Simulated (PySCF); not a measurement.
Excited states of B⁺ (boron, charge +1)

Ground state [He] 2s2, ¹S. Calculation: PySCF 2.14, in an uncontracted even-tempered set (20 s from 0.00992 bohr⁻², ratio 2.5; 11 p from 0.0066 bohr⁻², ratio 2.7; 10 d from 0.00734 bohr⁻², ratio 2.7; 5 f from 0.59 bohr⁻², ratio 2.7); scalar relativity by spin-free X2C-1e. Vertical excitation energies in eV without spin-orbit coupling; excited terms of each kind are numbered among those the solver found. Frozen: nothing.

```tsv
term	leading excitation	EOM-EE-CCSD	measured centre of gravity (NIST)
1 3P°	2s → p	4.618	4.631 (2s2p)
1 1P°	2s → p	9.130	9.100 (2s2p)
1 3S	2s → s	16.086	16.090 (2s3s)
2 3P°	2s → p	17.852	n/a
2 1P°	2s → p	17.876	n/a
1 3D	2s → d	18.759	n/a
1 1D	2s → d	19.297	n/a
```

Only the lower part of the computed list is shown. Doubly excited terms such as np² are absent. The solver can miss terms. Rydberg members are limited by the diffuse functions of the basis. The 12 highest virtual orbitals were dropped.
